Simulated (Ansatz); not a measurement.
One change: `N[CH2][SnH3]` becomes `[CH3][SnH3]`.

Ansatz, PBE0-D4/def2-TZVP geometries, multiplicity 1. Each molecule was computed in one conformer, which needn't be the lowest.

Elements past krypton have def2 core potentials.

| property | `N[CH2][SnH3]` |
| --- | --- |
| ideal-gas entropy at 298 K and 1 bar (rigid rotor, harmonic PBE0-D4/def2-TZVP) / J/(mol·K) | 323 |
| HOMO energy (PBE/def2-TZVPP) / eV | -5.40 |
| HOMO energy (PBE0/def2-TZVPP) / eV | -6.80 |
| LUMO energy (PBE0/def2-TZVPP) / eV | 0.31 |
| LUMO energy (B3LYP/def2-TZVPP) / eV | 0.04 |
| HOMO–LUMO gap (PBE/def2-TZVPP) / eV | 4.98 |

Question: What does the change do to each property? (Best estimate.)

Answer: Computed: 
| property | `[CH3][SnH3]` | shift |
| --- | --- | --- |
| ideal-gas entropy at 298 K and 1 bar (rigid rotor, harmonic PBE0-D4/def2-TZVP) / J/(mol·K) | 285 | -38 |
| HOMO energy (PBE/def2-TZVPP) / eV | -7.23 | -1.83 |
| HOMO energy (PBE0/def2-TZVPP) / eV | -8.41 | -1.61 |
| LUMO energy (PBE0/def2-TZVPP) / eV | 0.28 | -0.03 |
| LUMO energy (B3LYP/def2-TZVPP) / eV | 0.00 | -0.04 |
| HOMO–LUMO gap (PBE/def2-TZVPP) / eV | 6.79 | 1.81 |

The zero-point energy changes by -48.0 kJ/mol with -6 modes.

B3LYP here is the variant with VWN-RPA as its local correlation; programs differ in this.
